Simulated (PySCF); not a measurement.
Identify the unknown among the candidates.

All candidates are C5H5F2NO2.

- 1H NMR: chemical shifts (computed TMS as zero) by class: 7.37 (1 H), 6.82 (1 H), 4.03 (3 H) ppm [GIAO PBE0/pcSseg-1]
- Dipole: 5.12 D [PBE0/def2-SVPD]
- Polarisability: 79.5 au [PBE0/def2-SVPD]
- NMR, other nuclei: isotropic shieldings of nuclei other than C and H, by class: -78 (1 N), 205 (1 O), 232 (1 O), 271 (2 F) ppm [GIAO PBE0/pcSseg-1]
- Triplet: lowest triplet excitation (Tamm–Dancoff): 3.22 eV [TDA PBE0/def2-SVPD]
- UV, first state: lowest singlet excitation: 5.39 eV (230 nm, f = 0.291) [TDDFT PBE0/def2-SVPD]
- 13C NMR: chemical shifts (computed TMS as zero) by class: 165.5 (1 C), 123.4 (1 C), 117.5 (1 C), 114.8 (1 C), 62.0 (1 C) ppm [GIAO PBE0/pcSseg-1]
- Rotational structure: rotational constants A, B, C: 2.276, 0.699, 0.595 GHz [GFN2-xTB]

The electronic properties come from PySCF, for the isolated species, density fitting. Levels stand in brackets. One conformer (not necessarily the lowest) at the GFN2-xTB geometry, without solvent, vibrations or thermal averaging. Each NMR value is the plain mean over a class of atoms that symmetry, rotation or inversion makes alike.

Question: Which candidate is it?
A. `CO/C=C(\C#N)OC(F)F`
B. `C[C@@]1(OC(F)F)O[C@@H]1C#N`
C. `N#CC[C@@H]1O[C@H]1OC(F)F`

Answer: A. It is `CO/C=C(\C#N)OC(F)F`. Numbering: `[CH3:1][O:2]/[CH:3]=[C:4](\[C:5]#[N:6])[O:7][CH:8]([F:9])[F:10]`. Its formula, C5H5F2NO2, gives 3 degrees of unsaturation: 0 rings and 3 π bonds in the structure found. 5 carbons fall into 5 classes; from least to most shielded: vinylic carbon bearing oxygen [C3] (165.5 ppm), CHF2 carbon [C8] (123.4 ppm), vinylic carbon bearing oxygen [C4] (117.5 ppm), nitrile carbon [C5] (114.8 ppm), methoxy carbon [C1] (62.0 ppm). Hydrogen classes from least to most shielded: 1 H on a vinylic carbon bearing oxygen, C3 (7.37 ppm), 1 H on a CHF2 carbon, C8 (6.82 ppm), 3 H on a methoxy carbon, C1 (4.03 ppm). The other shieldings belong to: -78 ppm, nitrile nitrogen [N6]; 205 ppm, ether oxygen [O7]; 232 ppm, ether oxygen [O2]; 271 ppm, fluorine of a CF2 group [F9/F10]. S1 is mainly HOMO→LUMO (weight 0.71); the largest Löwdin shares of the orbital it empties are 0.24 on a vinylic carbon bearing oxygen, 0.21 on an ether oxygen, 0.17 on a vinylic carbon bearing oxygen and 0.13 on an ether oxygen, of the orbital it fills 0.30 on a vinylic carbon bearing oxygen, 0.18 on a vinylic carbon bearing oxygen, 0.17 on the nitrile nitrogen and 0.13 on the nitrile carbon. The optimised geometry has point group C1 and is an asymmetric top.

The others, at the same levels:
- `N#CC[C@@H]1O[C@H]1OC(F)F` fails: its computed 13C shifts are 120.1 (1 C), 119.0 (1 C), 77.7 (1 C), 49.7 (1 C), 19.0 (1 C) ppm, 1H shifts are 6.69 (1 H), 5.16 (1 H), 3.00 (1 H), 2.89 (1 H), 2.66 (1 H) ppm and rotational constant A is 3.904 GHz (against 2.276 GHz).
- `C[C@@]1(OC(F)F)O[C@@H]1C#N` fails: its computed 13C shifts are 123.3 (1 C), 119.8 (1 C), 84.5 (1 C), 43.5 (1 C), 22.6 (1 C) ppm, 1H shifts are 6.69 (1 H), 2.67 (1 H), 1.99 (3 H) ppm and rotational constant A is 2.410 GHz (against 2.276 GHz).

Each candidate is one conformer, not necessarily the lowest. The conformers computed, where there is a choice (atom-mapped SMILES and torsion angles):
- `[CH3:1][O:2]/[CH:3]=[C:4](\[C:5]#[N:6])[O:7][CH:8]([F:9])[F:10]`: C1–O2–C3–C4 -178°, C3–C4–O7–C8 138°, C4–O7–C8–F9 164°
- `[N:1]#[C:2][CH2:3][C@@H:4]1[O:5][C@H:6]1[O:7][CH:8]([F:9])[F:10]`: C2–C3–C4–O5 49°, O5–C6–O7–C8 19°, C6–O7–C8–F9 -158°
- `[CH3:1][C@@:2]1([O:3][CH:4]([F:5])[F:6])[O:7][C@@H:8]1[C:9]#[N:10]`: C1–C2–O3–C4 54°, C2–O3–C4–F5 44°
